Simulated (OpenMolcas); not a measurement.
W4+ (d2) in a complex was computed by SS-CASPT2, IPEA 0.25 Eh, imaginary shift 0.1 Eh with the d shell active (OpenMolcas, ANO-RCC-VDZP on the metal). Its lowest spin-free states, and all those of the highest spin:

```
2S+1  Degeneracy  E (cm-1)
   3           1         0
   1           2      7540
   3           3     10190
   1           1     14120
   3           3     14190
   1           3     16320
   1           3     18020
   3           3     22520
   1           2     25450
   1           3     28220
   1           1     36140
```

Q: Is the site octahedral, tetrahedral or cube-like, axial, or of lower symmetry?

A: The states with 2S+1 = 3 have orbital degeneracies 1, 3, 3, 3. Threefold states need a cubic site. For d2 at this spin an octahedron puts the threefold T1 below the threefold T2 and a tetrahedron or cube puts the single A2 below the threefold T2, so the site is a tetrahedron or a cube, which this pattern cannot tell apart. The first gap at this spin, 10200 cm-1, is |10Dq| in ligand-field theory. The run had W4+ with 4 ligands (oxide) in tetrahedral coordination (Td) at 1.86 Å. A charge of +1 e stands 2.6 Å behind each ligand. Ligand basis ANO-RCC-VDZP.

Roots that are degenerate in the reference are averaged as groups; the widest CASPT2 spread within a group is 340 cm-1 (the 3-fold group of multiplicity 1 near 16300 cm-1 above the lowest state of its run). Shifts and gaps below about the spread of the groups concerned are not significant. Over all roots computed the reference weight is 0.70 to 0.72; a low but even weight reflects the number of correlated electrons. The least metal-like active orbital is 66 % on the metal (Löwdin) and no ligand orbital is active, so the numbers are rough. The oxide ions are held by bare point charges, a crude embedding. Ligand-to-metal charge-transfer states are missing. These CASPT2 states fit no ligand-field parameters well, so their order and spin gaps are uncertain. With no ligand orbital active B as a rule stays too high, so bands that hang on it stand too high and its fall with covalency is understated. With one d shell and no ligand orbital active, 10Dq can be off by a tenth or more. The distance lies 3 % under the 1.91 Å that this model takes as the normal distance (a Shannon-type radius plus a fixed donor radius); by an R⁻⁵ law this alone changes a d-shell field by about +14 %. No measured value stands beside these numbers; the geometry is a model, was not optimised and need not be the one that this ion takes.
